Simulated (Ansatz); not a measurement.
`C[CH2][ZnH]` and `[BH2][Zn][CH2]C` differ in one atom or group.

Ansatz, PBE0-D4/def2-TZVP geometries, multiplicity 1. Each molecule was computed in one conformer, which needn't be the lowest.

Scalar relativity is left out up to krypton.

```csv
property,`C[CH2][ZnH]`
LUMO energy (PBE/def2-TZVPP) / eV,-1.09
size of the dipole moment (B3LYP/def2-TZVPP) / D,0.60
size of the dipole moment (ωB97M-V/def2-TZVPP) / D,0.53
size of the dipole moment (PBE/def2-TZVPP) / D,0.65
HOMO–LUMO gap (PBE/def2-TZVPP) / eV,4.84
HOMO energy (PBE/def2-TZVPP) / eV,-5.93
```

(1) What does the change do to each property? (Best estimate.)

Answers

(1) Ansatz gave: 
```json
{"property": "LUMO energy (PBE/def2-TZVPP) / eV", "`[BH2][Zn][CH2]C`": "-3.34", "shift": "-2.25"}
{"property": "size of the dipole moment (B3LYP/def2-TZVPP) / D", "`[BH2][Zn][CH2]C`": "0.13", "shift": "-0.47"}
{"property": "size of the dipole moment (ωB97M-V/def2-TZVPP) / D", "`[BH2][Zn][CH2]C`": "0.14", "shift": "-0.39"}
{"property": "size of the dipole moment (PBE/def2-TZVPP) / D", "`[BH2][Zn][CH2]C`": "0.14", "shift": "-0.51"}
{"property": "HOMO–LUMO gap (PBE/def2-TZVPP) / eV", "`[BH2][Zn][CH2]C`": "2.07", "shift": "-2.77"}
{"property": "HOMO energy (PBE/def2-TZVPP) / eV", "`[BH2][Zn][CH2]C`": "-5.41", "shift": "0.52"}
```

With PBE0 the HOMO rises by 0.56 eV and the LUMO falls by 1.99 eV, so the gap narrows by about 2.55 eV. PBE moves the HOMO by 0.52 eV and ωB97M-V by 0.60 eV. Dipoles are sizes alone; their direction can turn.

B3LYP here is the variant with VWN-RPA as its local correlation; programs differ in this.
